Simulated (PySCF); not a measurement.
CH₇ClOSi₂, SMILES [SiH3]CO[SiH2]Cl.

Geometry: B3LYP-D3(BJ)/def2-SVP. The structure was generated by enumeration, and PubChem lists no compound with its InChIKey, so it may never have been made. One conformer was computed; it need not be the lowest.

The numbers are results of PySCF with TDDFT-CAM-B3LYP/def2-SVPD, not measurements.

Vertical excitations. Gas-phase values at a fixed geometry.

Computed excitation energies, oscillator strengths and character:
```json
[
 {"state": "S1", "energy (eV)": "7.10", "λ (nm)": "175", "f": "0.002", "main pairs": "HOMO→LUMO 55 %, HOMO→LUMO+2 21 %, HOMO→LUMO+1 17 %"},
 {"state": "S2", "energy (eV)": "7.34", "λ (nm)": "169", "f": "0.010", "main pairs": "HOMO→LUMO+1 60 %, HOMO→LUMO 26 %"},
 {"state": "S3", "energy (eV)": "7.70", "λ (nm)": "161", "f": "0.056", "main pairs": "HOMO→LUMO+2 42 %, HOMO→LUMO+4 14 %, HOMO→LUMO 12 %, HOMO−1→LUMO+1 7 %"},
 {"state": "S4", "energy (eV)": "7.89", "λ (nm)": "157", "f": "0.006", "main pairs": "HOMO−1→LUMO+1 72 %"},
 {"state": "S5", "energy (eV)": "7.98", "λ (nm)": "155", "f": "0.013", "main pairs": "HOMO−1→LUMO 47 %, HOMO−1→LUMO+2 25 %"},
 {"state": "S6", "energy (eV)": "8.27", "λ (nm)": "150", "f": "0.113", "main pairs": "HOMO→LUMO+3 53 %, HOMO→LUMO+5 18 %"},
 {"state": "S7", "energy (eV)": "8.33", "λ (nm)": "149", "f": "0.035", "main pairs": "HOMO−2→LUMO+1 58 %, HOMO−2→LUMO 15 %"},
 {"state": "S8", "energy (eV)": "8.36", "λ (nm)": "148", "f": "0.024", "main pairs": "HOMO→LUMO+4 34 %, HOMO→LUMO+6 27 %, HOMO→LUMO+2 7 %"},
 {"state": "S9", "energy (eV)": "8.44", "λ (nm)": "147", "f": "0.001", "main pairs": "HOMO→LUMO+6 40 %, HOMO−1→LUMO+2 10 %, HOMO→LUMO+5 8 %, HOMO−3→LUMO 6 %"},
 {"state": "S10", "energy (eV)": "8.56", "λ (nm)": "145", "f": "0.044", "main pairs": "HOMO→LUMO+5 15 %, HOMO−2→LUMO 14 %, HOMO−3→LUMO 13 %, HOMO→LUMO+4 7 %"},
 {"state": "T1", "energy (eV)": "6.71", "λ (nm)": "185", "f": "0", "main pairs": "HOMO→LUMO+2 30 %, HOMO→LUMO+1 28 %, HOMO→LUMO 28 %"},
 {"state": "T2", "energy (eV)": "7.05", "λ (nm)": "176", "f": "0", "main pairs": "HOMO→LUMO 45 %, HOMO→LUMO+1 35 %"},
 {"state": "T3", "energy (eV)": "7.27", "λ (nm)": "170", "f": "0", "main pairs": "HOMO→LUMO+2 21 %, HOMO−1→LUMO+1 17 %, HOMO→LUMO+4 15 %, HOMO→LUMO+3 12 %"},
 {"state": "T4", "energy (eV)": "7.51", "λ (nm)": "165", "f": "0", "main pairs": "HOMO−1→LUMO+1 54 %, HOMO→LUMO+1 10 %, HOMO→LUMO+3 10 %"}
]
```
Triplets are in the Tamm–Dancoff approximation, which puts them higher than full response would, so one can lie above its singlet here.
